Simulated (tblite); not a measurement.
Compound: 2,2-dimethylcyclopentanone, C₇H₁₂O.
Bonds: C1–C2, C2–C3, C2–C4, C4–C5, C5–C6, C6–C7, C7–O8 (double), C2–C7. Hydrogens: H9, H10, H11 on C1; H12, H13, H14 on C3; H15, H16 on C4; H17, H18 on C5; H19, H20 on C6.

Computed with GFN2-xTB (tblite), gas phase: Langevin dynamics at 400 K from the optimised GFN2-xTB geometry, time step 0.5 fs, friction 0.01 fs⁻¹, 2000 steps. The instantaneous temperature is 2·E(kin)/(3Nk) with all 3N coordinates.

```json
{"t (fs)": "0", "T (K)": "328", "E(pot) above start (eV)": "0.000", "C1–C2 (Å)": "1.527", "C2–C3 (Å)": "1.534", "C2–C4 (Å)": "1.534", "C4–C5 (Å)": "1.531", "C5–C6 (Å)": "1.526", "C1–H9 (Å)": "1.088"}
{"t (fs)": "25", "T (K)": "185", "E(pot) above start (eV)": "0.589", "C1–C2 (Å)": "1.559", "C2–C3 (Å)": "1.535", "C2–C4 (Å)": "1.555", "C4–C5 (Å)": "1.518", "C5–C6 (Å)": "1.535", "C1–H9 (Å)": "1.083"}
{"t (fs)": "50", "T (K)": "282", "E(pot) above start (eV)": "0.465", "C1–C2 (Å)": "1.511", "C2–C3 (Å)": "1.508", "C2–C4 (Å)": "1.514", "C4–C5 (Å)": "1.528", "C5–C6 (Å)": "1.545", "C1–H9 (Å)": "1.108"}
{"t (fs)": "75", "T (K)": "291", "E(pot) above start (eV)": "0.598", "C1–C2 (Å)": "1.586", "C2–C3 (Å)": "1.562", "C2–C4 (Å)": "1.534", "C4–C5 (Å)": "1.518", "C5–C6 (Å)": "1.547", "C1–H9 (Å)": "1.069"}
{"t (fs)": "100", "T (K)": "351", "E(pot) above start (eV)": "0.741", "C1–C2 (Å)": "1.509", "C2–C3 (Å)": "1.533", "C2–C4 (Å)": "1.469", "C4–C5 (Å)": "1.538", "C5–C6 (Å)": "1.518", "C1–H9 (Å)": "1.060"}
{"t (fs)": "125", "T (K)": "362", "E(pot) above start (eV)": "0.623", "C1–C2 (Å)": "1.551", "C2–C3 (Å)": "1.572", "C2–C4 (Å)": "1.505", "C4–C5 (Å)": "1.590", "C5–C6 (Å)": "1.564", "C1–H9 (Å)": "1.078"}
{"t (fs)": "150", "T (K)": "403", "E(pot) above start (eV)": "0.757", "C1–C2 (Å)": "1.511", "C2–C3 (Å)": "1.492", "C2–C4 (Å)": "1.512", "C4–C5 (Å)": "1.599", "C5–C6 (Å)": "1.538", "C1–H9 (Å)": "1.142"}
{"t (fs)": "175", "T (K)": "342", "E(pot) above start (eV)": "1.045", "C1–C2 (Å)": "1.546", "C2–C3 (Å)": "1.532", "C2–C4 (Å)": "1.633", "C4–C5 (Å)": "1.581", "C5–C6 (Å)": "1.521", "C1–H9 (Å)": "1.050"}
{"t (fs)": "200", "T (K)": "428", "E(pot) above start (eV)": "0.925", "C1–C2 (Å)": "1.547", "C2–C3 (Å)": "1.552", "C2–C4 (Å)": "1.492", "C4–C5 (Å)": "1.560", "C5–C6 (Å)": "1.517", "C1–H9 (Å)": "1.061"}
{"t (fs)": "225", "T (K)": "355", "E(pot) above start (eV)": "0.982", "C1–C2 (Å)": "1.544", "C2–C3 (Å)": "1.563", "C2–C4 (Å)": "1.535", "C4–C5 (Å)": "1.543", "C5–C6 (Å)": "1.558", "C1–H9 (Å)": "1.184"}
{"t (fs)": "250", "T (K)": "372", "E(pot) above start (eV)": "0.975", "C1–C2 (Å)": "1.546", "C2–C3 (Å)": "1.549", "C2–C4 (Å)": "1.594", "C4–C5 (Å)": "1.563", "C5–C6 (Å)": "1.528", "C1–H9 (Å)": "1.175"}
{"t (fs)": "275", "T (K)": "538", "E(pot) above start (eV)": "0.808", "C1–C2 (Å)": "1.532", "C2–C3 (Å)": "1.536", "C2–C4 (Å)": "1.547", "C4–C5 (Å)": "1.534", "C5–C6 (Å)": "1.513", "C1–H9 (Å)": "1.050"}
{"t (fs)": "300", "T (K)": "536", "E(pot) above start (eV)": "0.928", "C1–C2 (Å)": "1.562", "C2–C3 (Å)": "1.578", "C2–C4 (Å)": "1.499", "C4–C5 (Å)": "1.532", "C5–C6 (Å)": "1.480", "C1–H9 (Å)": "1.052"}
{"t (fs)": "325", "T (K)": "475", "E(pot) above start (eV)": "1.101", "C1–C2 (Å)": "1.557", "C2–C3 (Å)": "1.583", "C2–C4 (Å)": "1.508", "C4–C5 (Å)": "1.613", "C5–C6 (Å)": "1.547", "C1–H9 (Å)": "1.196"}
{"t (fs)": "350", "T (K)": "383", "E(pot) above start (eV)": "1.098", "C1–C2 (Å)": "1.514", "C2–C3 (Å)": "1.554", "C2–C4 (Å)": "1.555", "C4–C5 (Å)": "1.580", "C5–C6 (Å)": "1.531", "C1–H9 (Å)": "1.160"}
{"t (fs)": "375", "T (K)": "302", "E(pot) above start (eV)": "1.024", "C1–C2 (Å)": "1.553", "C2–C3 (Å)": "1.576", "C2–C4 (Å)": "1.544", "C4–C5 (Å)": "1.493", "C5–C6 (Å)": "1.498", "C1–H9 (Å)": "1.050"}
{"t (fs)": "400", "T (K)": "365", "E(pot) above start (eV)": "1.086", "C1–C2 (Å)": "1.596", "C2–C3 (Å)": "1.582", "C2–C4 (Å)": "1.555", "C4–C5 (Å)": "1.533", "C5–C6 (Å)": "1.506", "C1–H9 (Å)": "1.027"}
{"t (fs)": "425", "T (K)": "373", "E(pot) above start (eV)": "1.116", "C1–C2 (Å)": "1.539", "C2–C3 (Å)": "1.506", "C2–C4 (Å)": "1.518", "C4–C5 (Å)": "1.598", "C5–C6 (Å)": "1.523", "C1–H9 (Å)": "1.136"}
{"t (fs)": "450", "T (K)": "417", "E(pot) above start (eV)": "1.212", "C1–C2 (Å)": "1.549", "C2–C3 (Å)": "1.509", "C2–C4 (Å)": "1.542", "C4–C5 (Å)": "1.600", "C5–C6 (Å)": "1.525", "C1–H9 (Å)": "1.106"}
{"t (fs)": "475", "T (K)": "384", "E(pot) above start (eV)": "1.357", "C1–C2 (Å)": "1.565", "C2–C3 (Å)": "1.539", "C2–C4 (Å)": "1.500", "C4–C5 (Å)": "1.565", "C5–C6 (Å)": "1.501", "C1–H9 (Å)": "1.022"}
{"t (fs)": "500", "T (K)": "514", "E(pot) above start (eV)": "1.079", "C1–C2 (Å)": "1.618", "C2–C3 (Å)": "1.525", "C2–C4 (Å)": "1.537", "C4–C5 (Å)": "1.548", "C5–C6 (Å)": "1.555", "C1–H9 (Å)": "1.135"}
{"t (fs)": "525", "T (K)": "381", "E(pot) above start (eV)": "1.183", "C1–C2 (Å)": "1.521", "C2–C3 (Å)": "1.525", "C2–C4 (Å)": "1.588", "C4–C5 (Å)": "1.534", "C5–C6 (Å)": "1.590", "C1–H9 (Å)": "1.168"}
{"t (fs)": "550", "T (K)": "412", "E(pot) above start (eV)": "0.926", "C1–C2 (Å)": "1.513", "C2–C3 (Å)": "1.535", "C2–C4 (Å)": "1.585", "C4–C5 (Å)": "1.536", "C5–C6 (Å)": "1.573", "C1–H9 (Å)": "1.103"}
{"t (fs)": "575", "T (K)": "356", "E(pot) above start (eV)": "1.029", "C1–C2 (Å)": "1.480", "C2–C3 (Å)": "1.530", "C2–C4 (Å)": "1.547", "C4–C5 (Å)": "1.542", "C5–C6 (Å)": "1.582", "C1–H9 (Å)": "1.054"}
{"t (fs)": "600", "T (K)": "377", "E(pot) above start (eV)": "1.398", "C1–C2 (Å)": "1.484", "C2–C3 (Å)": "1.612", "C2–C4 (Å)": "1.563", "C4–C5 (Å)": "1.610", "C5–C6 (Å)": "1.532", "C1–H9 (Å)": "1.096"}
{"t (fs)": "625", "T (K)": "446", "E(pot) above start (eV)": "1.109", "C1–C2 (Å)": "1.528", "C2–C3 (Å)": "1.549", "C2–C4 (Å)": "1.562", "C4–C5 (Å)": "1.581", "C5–C6 (Å)": "1.524", "C1–H9 (Å)": "1.118"}
{"t (fs)": "650", "T (K)": "536", "E(pot) above start (eV)": "1.120", "C1–C2 (Å)": "1.570", "C2–C3 (Å)": "1.479", "C2–C4 (Å)": "1.507", "C4–C5 (Å)": "1.499", "C5–C6 (Å)": "1.520", "C1–H9 (Å)": "1.056"}
{"t (fs)": "675", "T (K)": "525", "E(pot) above start (eV)": "1.263", "C1–C2 (Å)": "1.620", "C2–C3 (Å)": "1.558", "C2–C4 (Å)": "1.557", "C4–C5 (Å)": "1.516", "C5–C6 (Å)": "1.550", "C1–H9 (Å)": "1.086"}
{"t (fs)": "700", "T (K)": "409", "E(pot) above start (eV)": "1.318", "C1–C2 (Å)": "1.555", "C2–C3 (Å)": "1.590", "C2–C4 (Å)": "1.480", "C4–C5 (Å)": "1.601", "C5–C6 (Å)": "1.537", "C1–H9 (Å)": "1.080"}
{"t (fs)": "725", "T (K)": "433", "E(pot) above start (eV)": "1.086", "C1–C2 (Å)": "1.598", "C2–C3 (Å)": "1.558", "C2–C4 (Å)": "1.491", "C4–C5 (Å)": "1.617", "C5–C6 (Å)": "1.477", "C1–H9 (Å)": "1.067"}
{"t (fs)": "750", "T (K)": "384", "E(pot) above start (eV)": "1.126", "C1–C2 (Å)": "1.572", "C2–C3 (Å)": "1.529", "C2–C4 (Å)": "1.524", "C4–C5 (Å)": "1.540", "C5–C6 (Å)": "1.454", "C1–H9 (Å)": "1.110"}
{"t (fs)": "775", "T (K)": "428", "E(pot) above start (eV)": "0.932", "C1–C2 (Å)": "1.574", "C2–C3 (Å)": "1.570", "C2–C4 (Å)": "1.535", "C4–C5 (Å)": "1.520", "C5–C6 (Å)": "1.472", "C1–H9 (Å)": "1.097"}
{"t (fs)": "800", "T (K)": "301", "E(pot) above start (eV)": "1.053", "C1–C2 (Å)": "1.580", "C2–C3 (Å)": "1.521", "C2–C4 (Å)": "1.579", "C4–C5 (Å)": "1.486", "C5–C6 (Å)": "1.517", "C1–H9 (Å)": "1.051"}
{"t (fs)": "825", "T (K)": "452", "E(pot) above start (eV)": "0.711", "C1–C2 (Å)": "1.600", "C2–C3 (Å)": "1.517", "C2–C4 (Å)": "1.528", "C4–C5 (Å)": "1.565", "C5–C6 (Å)": "1.542", "C1–H9 (Å)": "1.089"}
{"t (fs)": "850", "T (K)": "514", "E(pot) above start (eV)": "0.716", "C1–C2 (Å)": "1.548", "C2–C3 (Å)": "1.533", "C2–C4 (Å)": "1.554", "C4–C5 (Å)": "1.574", "C5–C6 (Å)": "1.522", "C1–H9 (Å)": "1.100"}
{"t (fs)": "875", "T (K)": "404", "E(pot) above start (eV)": "1.082", "C1–C2 (Å)": "1.447", "C2–C3 (Å)": "1.587", "C2–C4 (Å)": "1.562", "C4–C5 (Å)": "1.574", "C5–C6 (Å)": "1.481", "C1–H9 (Å)": "1.083"}
{"t (fs)": "900", "T (K)": "437", "E(pot) above start (eV)": "0.971", "C1–C2 (Å)": "1.563", "C2–C3 (Å)": "1.551", "C2–C4 (Å)": "1.535", "C4–C5 (Å)": "1.515", "C5–C6 (Å)": "1.532", "C1–H9 (Å)": "1.086"}
{"t (fs)": "925", "T (K)": "419", "E(pot) above start (eV)": "0.885", "C1–C2 (Å)": "1.566", "C2–C3 (Å)": "1.501", "C2–C4 (Å)": "1.516", "C4–C5 (Å)": "1.541", "C5–C6 (Å)": "1.584", "C1–H9 (Å)": "1.131"}
{"t (fs)": "950", "T (K)": "499", "E(pot) above start (eV)": "1.049", "C1–C2 (Å)": "1.546", "C2–C3 (Å)": "1.543", "C2–C4 (Å)": "1.536", "C4–C5 (Å)": "1.532", "C5–C6 (Å)": "1.528", "C1–H9 (Å)": "1.098"}
{"t (fs)": "975", "T (K)": "504", "E(pot) above start (eV)": "0.792", "C1–C2 (Å)": "1.518", "C2–C3 (Å)": "1.515", "C2–C4 (Å)": "1.494", "C4–C5 (Å)": "1.462", "C5–C6 (Å)": "1.515", "C1–H9 (Å)": "1.059"}
{"t (fs)": "1000", "T (K)": "550", "E(pot) above start (eV)": "1.165", "C1–C2 (Å)": "1.632", "C2–C3 (Å)": "1.564", "C2–C4 (Å)": "1.602", "C4–C5 (Å)": "1.510", "C5–C6 (Å)": "1.587", "C1–H9 (Å)": "1.150"}
```

**Question.** From 500 fs on, how do temperature and potential energy compare with equipartition?

**Answer.** The mean temperature of these 21 frames is 442 K against the target 400 K, and the mean potential energy 1.05 eV against 54 × kT/2 = 0.93 eV for 54 classical harmonic modes. For 20 atoms in a canonical ensemble the temperature itself scatters by T·√(2/(3N)) = 73 K; here its standard deviation is 65 K. The whole run lasts only 10 friction times of 100 fs, so these averages carry a wide statistical error.

**Question.** What are the kinetic and total energies of the listed frame with the highest potential energy?

**Answer.** The one at 600 fs, 1.398 eV above the start. Its kinetic energy is 3NkT/2 = 0.974 eV at 377 K, so the sum is 2.37 eV; over the listed frames the sum runs from 0.85 to 2.62 eV, since the thermostat adds and removes energy.

**Question.** How much do the listed bonds fluctuate from 500 fs on?

**Answer.** 
| bond | at the start (Å) | mean (Å) | standard deviation (Å) |
| --- | --- | --- | --- |
| C1–C2 | 1.527 | 1.554 | 0.047 |
| C2–C3 | 1.534 | 1.542 | 0.031 |
| C2–C4 | 1.534 | 1.542 | 0.032 |
| C4–C5 | 1.531 | 1.543 | 0.039 |
| C5–C6 | 1.526 | 1.532 | 0.038 |
| C1–H9 | 1.088 | 1.096 | 0.031 |

The motion is classical and holds no zero-point motion.

What follows is the cost of the whole dynamics run. Hardware: one thread of an Intel Xeon 6975P-C, shared host with 192 logical CPUs at a one-minute load of 50. Cost: 10 s, 0.19 GiB resident at most.
